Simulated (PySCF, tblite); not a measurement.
Isomers of C5H9OSi (doublet state), one GFN2-xTB conformer each. Single-point energies are computed at B3LYP/pcH-1 (PySCF, gas phase, no added dispersion term), electronic only. GFN2-xTB treats the open shell by occupation alone, and not every SCF solution was tested for stability.

| SMILES | GFN2-xTB relative energy (kJ/mol) |
| --- | --- |
| [SiH3]OC1=CCC[CH]1 | 0.0 |
| [SiH3]O/C=C\[C@@H]1[CH]C1 | 219.0 |
| C[C@@H]1C=CC[SiH]O1 | 85.8 |
| [SiH2]OC1CC=CC1 | 63.6 |
| [SiH3]O/C=[C]/C1CC1 | 201.7 |

Conformers: `[SiH3:1][O:2][C:3]1=[CH:4][CH2:5][CH2:6][CH:7]1` (doublet state) with Si1–O2–C3–C4 0°; `[SiH3:1][O:2]/[CH:3]=[CH:4]\[C@@H:5]1[CH:6][CH2:7]1` (doublet state) with Si1–O2–C3–C4 177°, C3–C4–C5–C6 -145°; `[CH3:1][C@@H:2]1[CH:3]=[CH:4][CH2:5][SiH:6][O:7]1` (doublet state) with C1–C2–C3–C4 -89°, C3–C4–C5–Si6 -37°, C4–C5–Si6–O7 40°, C5–Si6–O7–C2 -14°; `[SiH2:1][O:2][CH:3]1[CH2:4][CH:5]=[CH:6][CH2:7]1` (doublet state) with H–Si1–O2–C3 61° and -68°, Si1–O2–C3–C4 79°; `[SiH3:1][O:2]/[CH:3]=[C:4]/[CH:5]1[CH2:6][CH2:7]1` (doublet state) with Si1–O2–C3–C4 -1°, C3–C4–C5–C6 -42°.

Task: What does B3LYP/pcH-1 give for the same structures?

Result: 
```csv
SMILES,B3LYP/pcH-1 E (Eh),B3LYP/pcH-1 (kJ/mol),GFN2-xTB (kJ/mol),point group
C[C@@H]1C=CC[SiH]O1,-560.66330,0.0,85.8,C1
[SiH3]OC1=CCC[CH]1,-560.66019,8.2,0.0,Cs
[SiH2]OC1CC=CC1,-560.64299,53.3,63.6,C1
[SiH3]O/C=[C]/C1CC1,-560.59014,192.1,201.7,C1
[SiH3]O/C=C\[C@@H]1[CH]C1,-560.58849,196.4,219.0,–
```

GFN2-xTB puts [SiH3]OC1=CCC[CH]1 lowest instead; measured from each level's own lowest isomer, the values differ by up to 85.8 kJ/mol (C[C@@H]1C=CC[SiH]O1: 85.8 against 0.0). As drawn, the lowest has an Si–C bond, which the highest lacks; the highest has a three-membered ring, which the lowest lacks. Neighbours under 21 kJ/mol apart (C[C@@H]1C=CC[SiH]O1 and [SiH3]OC1=CCC[CH]1; [SiH3]O/C=[C]/C1CC1 and [SiH3]O/C=C\[C@@H]1[CH]C1) can change places with a better method, another conformer or zero-point energy.

Task: What happens when harmonic zero-point energies from GFN2-xTB frequencies are added?

Result: 
```json
{"SMILES": "C[C@@H]1C=CC[SiH]O1", "ZPE (kJ/mol)": "331.9", "electronic (kJ/mol)": "0.0", "with ZPE (kJ/mol)": "10.3"}
{"SMILES": "[SiH3]OC1=CCC[CH]1", "ZPE (kJ/mol)": "313.4", "electronic (kJ/mol)": "8.2", "with ZPE (kJ/mol)": "0.0"}
{"SMILES": "[SiH2]OC1CC=CC1", "ZPE (kJ/mol)": "325.1", "electronic (kJ/mol)": "53.3", "with ZPE (kJ/mol)": "56.8"}
{"SMILES": "[SiH3]O/C=[C]/C1CC1", "ZPE (kJ/mol)": "308.6", "electronic (kJ/mol)": "192.1", "with ZPE (kJ/mol)": "179.1"}
{"SMILES": "[SiH3]O/C=C\\[C@@H]1[CH]C1", "ZPE (kJ/mol)": "307.7", "electronic (kJ/mol)": "196.4", "with ZPE (kJ/mol)": "182.5"}
```

The zero-point energies span 24.2 kJ/mol. [SiH3]OC1=CCC[CH]1 becomes the lowest.

Task: As an exercise, what shares would exp(−E/RT) give at 1000 K from these electronic energies alone (no entropy, no degeneracies)?

Result: RT = 8.314 kJ/mol: C[C@@H]1C=CC[SiH]O1 72.7 %, [SiH3]OC1=CCC[CH]1 27.2 %, [SiH2]OC1CC=CC1 0.1 %, [SiH3]O/C=[C]/C1CC1 under 0.1 %, [SiH3]O/C=C\[C@@H]1[CH]C1 under 0.1 %.
